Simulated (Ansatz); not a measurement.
Ansatz (a quantum-chemistry and plane-wave program) input (B3LYP-D3(BJ)/def2-TZVP):

Ansatz 0.2 input:
```yaml
crystal:
  periodic: [false, false, false]
  atoms:
    - {symbol: C, position_ang: [-3.44932418, -0.70222003, -0.90414865]}
    - {symbol: C, position_ang: [-2.38866591, -0.79526035, 0.18890849]}
    - {symbol: C, position_ang: [-1.00588076, -0.36024641, -0.28739240]}
    - {symbol: C, position_ang: [0.06210629, -0.45422168, 0.81936862]}
    - {symbol: C, position_ang: [1.42200459, -0.03599763, 0.38618892]}
    - {symbol: C, position_ang: [2.31252661, -0.89754328, -0.43201311]}
    - {symbol: Cl, position_ang: [1.68924506, 1.67867043, 0.24935479]}
    - {symbol: H, position_ang: [-3.19289432, -1.33711172, -1.75564382]}
    - {symbol: H, position_ang: [-3.54359080, 0.32182922, -1.27289942]}
    - {symbol: H, position_ang: [-4.42853509, -1.01603323, -0.53803264]}
    - {symbol: H, position_ang: [-2.33568055, -1.82313626, 0.56264525]}
    - {symbol: H, position_ang: [-2.68487433, -0.17614504, 1.04180170]}
    - {symbol: H, position_ang: [-1.04782353, 0.67050687, -0.65020498]}
    - {symbol: H, position_ang: [-0.70044972, -0.97809724, -1.13774689]}
    - {symbol: H, position_ang: [0.12022863, -1.49087879, 1.16791948]}
    - {symbol: H, position_ang: [-0.25649829, 0.15287034, 1.67102763]}
    - {symbol: H, position_ang: [2.08035916, -0.83067942, -1.50459565]}
    - {symbol: H, position_ang: [3.36013145, -0.61580104, -0.31406090]}
    - {symbol: H, position_ang: [2.19586142, -1.94178448, -0.13471250]}
basis:
  gaussian:
    orbitals: def2-TZVP
hamiltonian:
  xc: b3lyp
  dispersion: d3bj
magnetization: {spin_polarized: true, initial_magnetization: 1}
phonons: {temperatures: {t_min: 298.15, t_max: 298.15, t_step: 100}}
```

Output:

```
Functional definition: B3LYP
integrals: 0.31 GiB planned
1871 factors; their error is unknown
0.37 GiB of the device are held for the grids
2.02 GiB of device memory are held for the factors and their scratch space
mean field: 2.41 GiB planned
mean field evaluation 1: about -18923.4544 eV, gradient 6.4e1 eV
mean field evaluation 2: about -18903.5465 eV, gradient 8.7e1 eV
mean field evaluation 4: about -18942.9240 eV, gradient 6.2e0 eV
mean field evaluation 8: about -18943.0896 eV, gradient 1.8e-1 eV
mean field evaluation 16: about -18943.0769 eV, gradient 7.7e-4 eV
mean field -18943.07688697 eV, -696.1452355173 hartree, gradient 6.4e-5 eV, S^2 0.754437; 0 other end points of the search recorded, 0 dependent functions left out
the calculation of the forces begins
reference -18943.07724543 eV, -696.1452486906 hartree; 33, 32 occupied and 262, 263 virtual orbitals, 1871 factors
these checks for a lower state are left out or cut short: stability, starts, cluster_reference, orbital_swaps, neighbouring_geometries, increment
integrals: 0.31 GiB planned
1871 factors; their error is unknown
0.37 GiB of the device are held for the grids
2.02 GiB of device memory are held for the factors and their scratch space
mean field: 2.41 GiB planned
mean field -18943.07667622 eV, -696.1452277726 hartree, gradient 2.6e-6 eV, S^2 0.754437; 0 other end points of the search recorded, 0 dependent functions left out
the calculation of the forces begins
reference -18943.07703474 eV, -696.1452409479 hartree; 33, 32 occupied and 262, 263 virtual orbitals, 1871 factors
these checks for a lower state are left out or cut short: stability, starts, cluster_reference, orbital_swaps, neighbouring_geometries, increment
integrals: 0.31 GiB planned
1871 factors; their error is unknown
0.37 GiB of the device are held for the grids
2.02 GiB of device memory are held for the factors and their scratch space
mean field: 2.41 GiB planned
mean field evaluation 32: about -18943.0768 eV, gradient 6.9e-3 eV
mean field -18943.07678120 eV, -696.1452316305 hartree, gradient 2.6e-6 eV, S^2 0.754437; 0 other end points of the search recorded, 0 dependent functions left out
the calculation of the forces begins
reference -18943.07713961 eV, -696.1452448017 hartree; 33, 32 occupied and 262, 263 virtual orbitals, 1871 factors
these checks for a lower state are left out or cut short: stability, starts, cluster_reference, orbital_swaps, neighbouring_geometries, increment
integrals: 0.31 GiB planned
1871 factors; their error is unknown
0.37 GiB of the device are held for the grids
2.02 GiB of device memory are held for the factors and their scratch space
mean field: 2.41 GiB planned
mean field -18943.07671045 eV, -696.1452290304 hartree, gradient 2.6e-6 eV, S^2 0.754437; 0 other end points of the search recorded, 0 dependent functions left out
the calculation of the forces begins
reference -18943.07706892 eV, -696.1452422039 hartree; 33, 32 occupied and 262, 263 virtual orbitals, 1871 factors
these checks for a lower state are left out or cut short: stability, starts, cluster_reference, orbital_swaps, neighbouring_geometries, increment
integrals: 0.31 GiB planned
1871 factors; their error is unknown
0.37 GiB of the device are held for the grids
2.02 GiB of device memory are held for the factors and their scratch space
mean field: 2.41 GiB planned
mean field -18943.07672310 eV, -696.1452294955 hartree, gradient 2.6e-6 eV, S^2 0.754437; 0 other end points of the search recorded, 0 dependent functions left out
[...]
integrals: 0.31 GiB planned
1871 factors; their error is unknown
0.37 GiB of the device are held for the grids
2.02 GiB of device memory are held for the factors and their scratch space
mean field: 2.41 GiB planned
mean field -18943.07685160 eV, -696.1452342176 hartree, gradient 2.6e-6 eV, S^2 0.754437; 0 other end points of the search recorded, 0 dependent functions left out
the calculation of the forces begins
reference -18943.07721006 eV, -696.1452473909 hartree; 33, 32 occupied and 262, 263 virtual orbitals, 1871 factors
these checks for a lower state are left out or cut short: stability, starts, cluster_reference, orbital_swaps, neighbouring_geometries, increment
integrals: 0.31 GiB planned
1871 factors; their error is unknown
0.37 GiB of the device are held for the grids
2.02 GiB of device memory are held for the factors and their scratch space
mean field: 2.41 GiB planned
mean field -18943.07688131 eV, -696.1452353096 hartree, gradient 2.6e-6 eV, S^2 0.754437; 0 other end points of the search recorded, 0 dependent functions left out
the calculation of the forces begins
reference -18943.07723978 eV, -696.1452484828 hartree; 33, 32 occupied and 262, 263 virtual orbitals, 1871 factors
these checks for a lower state are left out or cut short: stability, starts, cluster_reference, orbital_swaps, neighbouring_geometries, increment
integrals: 0.31 GiB planned
1871 factors; their error is unknown
0.37 GiB of the device are held for the grids
2.02 GiB of device memory are held for the factors and their scratch space
mean field: 2.41 GiB planned
mean field evaluation 768: about -18943.0769 eV, gradient 2.2e-6 eV
mean field -18943.07686257 eV, -696.1452346207 hartree, gradient 2.6e-6 eV, S^2 0.754436; 0 other end points of the search recorded, 0 dependent functions left out
the calculation of the forces begins
reference -18943.07722103 eV, -696.1452477938 hartree; 33, 32 occupied and 262, 263 virtual orbitals, 1871 factors
these checks for a lower state are left out or cut short: stability, starts, cluster_reference, orbital_swaps, neighbouring_geometries, increment
integrals: 0.31 GiB planned
1871 factors; their error is unknown
0.37 GiB of the device are held for the grids
2.02 GiB of device memory are held for the factors and their scratch space
mean field: 2.41 GiB planned
mean field -18943.07687997 eV, -696.1452352602 hartree, gradient 2.6e-6 eV, S^2 0.754438; 0 other end points of the search recorded, 0 dependent functions left out
the calculation of the forces begins
reference -18943.07723844 eV, -696.1452484337 hartree; 33, 32 occupied and 262, 263 virtual orbitals, 1871 factors
these checks for a lower state are left out or cut short: stability, starts, cluster_reference, orbital_swaps, neighbouring_geometries, increment
integrals: 0.31 GiB planned
1871 factors; their error is unknown
0.37 GiB of the device are held for the grids
2.02 GiB of device memory are held for the factors and their scratch space
mean field: 2.41 GiB planned
mean field -18943.07690269 eV, -696.1452360951 hartree, gradient 2.6e-6 eV, S^2 0.754437; 0 other end points of the search recorded, 0 dependent functions left out
the calculation of the forces begins
reference -18943.07726115 eV, -696.1452492682 hartree; 33, 32 occupied and 262, 263 virtual orbitals, 1871 factors
these checks for a lower state are left out or cut short: stability, starts, cluster_reference, orbital_swaps, neighbouring_geometries, increment
integrals: 0.31 GiB planned
1871 factors; their error is unknown
0.37 GiB of the device are held for the grids
2.02 GiB of device memory are held for the factors and their scratch space
mean field: 2.41 GiB planned
mean field -18943.07684033 eV, -696.1452338034 hartree, gradient 2.6e-6 eV, S^2 0.754437; 0 other end points of the search recorded, 0 dependent functions left out
the calculation of the forces begins
reference -18943.07719879 eV, -696.1452469767 hartree; 33, 32 occupied and 262, 263 virtual orbitals, 1871 factors
these checks for a lower state are left out or cut short: stability, starts, cluster_reference, orbital_swaps, neighbouring_geometries, increment
integrals: 0.31 GiB planned
1871 factors; their error is unknown
0.37 GiB of the device are held for the grids
2.02 GiB of device memory are held for the factors and their scratch space
mean field: 2.41 GiB planned
mean field -18943.07676006 eV, -696.1452308536 hartree, gradient 2.6e-6 eV, S^2 0.754437; 0 other end points of the search recorded, 0 dependent functions left out
the calculation of the forces begins
reference -18943.07711848 eV, -696.1452440252 hartree; 33, 32 occupied and 262, 263 virtual orbitals, 1871 factors
these checks for a lower state are left out or cut short: stability, starts, cluster_reference, orbital_swaps, neighbouring_geometries, increment
integrals: 0.31 GiB planned
1871 factors; their error is unknown
0.37 GiB of the device are held for the grids
2.02 GiB of device memory are held for the factors and their scratch space
mean field: 2.41 GiB planned
mean field evaluation 800: about -18943.0761 eV, gradient 4.9e-1 eV
mean field -18943.07682549 eV, -696.1452332580 hartree, gradient 2.6e-6 eV, S^2 0.754437; 0 other end points of the search recorded, 0 dependent functions left out
the calculation of the forces begins
reference -18943.07718400 eV, -696.1452464330 hartree; 33, 32 occupied and 262, 263 virtual orbitals, 1871 factors
these checks for a lower state are left out or cut short: stability, starts, cluster_reference, orbital_swaps, neighbouring_geometries, increment
integrals: 0.31 GiB planned
1871 factors; their error is unknown
0.37 GiB of the device are held for the grids
2.02 GiB of device memory are held for the factors and their scratch space
mean field: 2.41 GiB planned
mean field -18943.07685895 eV, -696.1452344876 hartree, gradient 2.6e-6 eV, S^2 0.754437; 0 other end points of the search recorded, 0 dependent functions left out
the calculation of the forces begins
reference -18943.07721742 eV, -696.1452476612 hartree; 33, 32 occupied and 262, 263 virtual orbitals, 1871 factors
these checks for a lower state are left out or cut short: stability, starts, cluster_reference, orbital_swaps, neighbouring_geometries, increment
integrals: 0.31 GiB planned
1871 factors; their error is unknown
0.37 GiB of the device are held for the grids
2.02 GiB of device memory are held for the factors and their scratch space
mean field: 2.41 GiB planned
mean field -18943.07687253 eV, -696.1452349867 hartree, gradient 2.6e-6 eV, S^2 0.754438; 0 other end points of the search recorded, 0 dependent functions left out
the calculation of the forces begins
reference -18943.07723098 eV, -696.1452481596 hartree; 33, 32 occupied and 262, 263 virtual orbitals, 1871 factors
Total energy: -18943.82947522 eV, -696.1728926254 hartree
Atom 0 at    -3.449324    -0.702220    -0.904149 Å, force    -0.000075     0.000007    -0.000226 eV/Å
Atom 1 at    -2.388666    -0.795260     0.188908 Å, force    -0.000169    -0.000016     0.000543 eV/Å
Atom 2 at    -1.005881    -0.360246    -0.287392 Å, force    -0.000926    -0.000097    -0.000690 eV/Å
Atom 3 at     0.062106    -0.454222     0.819369 Å, force     0.000906    -0.000346     0.000201 eV/Å
Atom 4 at     1.422005    -0.035998     0.386189 Å, force     0.000071     0.001770     0.000042 eV/Å
Atom 5 at     2.312527    -0.897543    -0.432013 Å, force     0.000023    -0.000250     0.000062 eV/Å
Atom 6 at     1.689245     1.678670     0.249355 Å, force     0.000170    -0.000698     0.000003 eV/Å
Atom 7 at    -3.192894    -1.337112    -1.755644 Å, force    -0.000059    -0.000022    -0.000174 eV/Å
Atom 8 at    -3.543591     0.321829    -1.272899 Å, force    -0.000020     0.000070    -0.000000 eV/Å
Atom 9 at    -4.428535    -1.016033    -0.538033 Å, force    -0.000095     0.000004     0.000088 eV/Å
Atom 10 at    -2.335681    -1.823136     0.562645 Å, force    -0.000085    -0.000133     0.000014 eV/Å
Atom 11 at    -2.684874    -0.176145     1.041802 Å, force    -0.000002    -0.000125     0.000147 eV/Å
Atom 12 at    -1.047824     0.670507    -0.650205 Å, force     0.000497     0.000020     0.000010 eV/Å
Atom 13 at    -0.700450    -0.978097    -1.137747 Å, force     0.000252     0.000011    -0.000148 eV/Å
Atom 14 at     0.120229    -1.490879     1.167919 Å, force    -0.000123     0.000199    -0.000001 eV/Å
Atom 15 at    -0.256498     0.152870     1.671028 Å, force    -0.000429    -0.000134     0.000306 eV/Å
Atom 16 at     2.080359    -0.830679    -1.504596 Å, force    -0.000027    -0.000139    -0.000149 eV/Å
Atom 17 at     3.360131    -0.615801    -0.314061 Å, force     0.000063     0.000045    -0.000004 eV/Å
Atom 18 at     2.195861    -1.941784    -0.134713 Å, force     0.000030    -0.000167    -0.000022 eV/Å
Dipole moment:    -0.134245    -0.334791    -0.052052 e Å
Vibrations: 49.62 74.95 103.21 123.53 153.82 231.34 243.37 310.84 354.42 402.65 474.51 633.88 739.95 797.11 903.17 917.88 941.84 990.52 1018.13 1044.79 1056.97 1119.52 1182.74 1236.79 1268.79 1289.30 1326.69 1335.66 1353.34 1389.71 1408.29 1415.86 1463.58 1474.96 1482.91 1489.08 1498.26 1499.73 1511.66 2964.61 3010.12 3011.62 3021.67 3026.99 3032.93 3048.58 3054.92 3070.04 3086.86 3091.12 3098.35 cm⁻¹, zero-point energy 4.514957 eV
```

It need not be the lowest isomer of its formula.
